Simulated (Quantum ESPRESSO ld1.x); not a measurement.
Question: The mean radii <r> (bohr) of the occupied orbitals of an atom or ion are listed with their occupations. All-electron calculation, scalar-relativistic Kohn-Sham, LDA (Slater exchange, Perdew-Zunger correlation), spin-polarised, spherical densities, point nucleus. Program: ld1.x of Quantum ESPRESSO 7.5.

| orbital | occ. | <r> |
|---|---|---|
| 1s | 2 | 0.03414 |
| 2s | 2 | 0.1400 |

Name the element and its charge. Open shells, if any, are filled with parallel spins first.

Answer: Z = 43, technetium, charge +39: Tc39+ in [He] 2s2. The 1s radius gives Z: for a bare nucleus <r> = (2 gamma + 1)/(2Z) with gamma = sqrt(1 - (Z/c)^2), 0.03371 bohr for Z = 43, and screening makes it slightly larger (0.03414 here). The occupations add up to 4, and the charge is Z minus that.
